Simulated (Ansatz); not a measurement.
A structure drawn as `BCBCl`, with this starting geometry:

```xyz
9

B    -0.282   -0.588   -1.165
C     0.323   -0.453    0.233
B    -0.128    0.924    0.878
Cl    1.051    2.153    1.469
H    -0.970    0.266   -1.702
H    -0.049   -1.567   -1.880
H    -0.050   -1.312    0.876
H     1.388   -0.496    0.191
H    -1.283    1.073    1.101
```

The species carries charge 0 and has multiplicity 1.

(1) Relax it with Ansatz at PBE-D4/def2-SVP and then PBE0-D4/def2-TZVP. Is the drawn bonding still there?

(2) Give the relaxed structure. (An estimate is asked.)

Atoms count as bonded under 1.1 times the sum of their covalent radii (H–H under 0.85 Å, pairs among N, O and F under 1.55 Å), and a drawn bond as lost past 1.3 times.

Answers

(1) Yes, every drawn bond is still there and no new one forms.

(2) Ansatz gave: 
Z-matrix (Å, degrees):
```
C
B 1 1.549
B 1 1.554 2 108.2
H 1 1.089 2 114.0 3 128.9
H 1 1.104 2 103.3 3 -109.9
Cl 2 1.749 1 121.1 3 -111.6
H 2 1.193 1 122.5 3 66.9
H 3 1.197 1 119.8 2 -60.2
H 3 1.196 1 121.2 2 118.9
```
All modes are real.
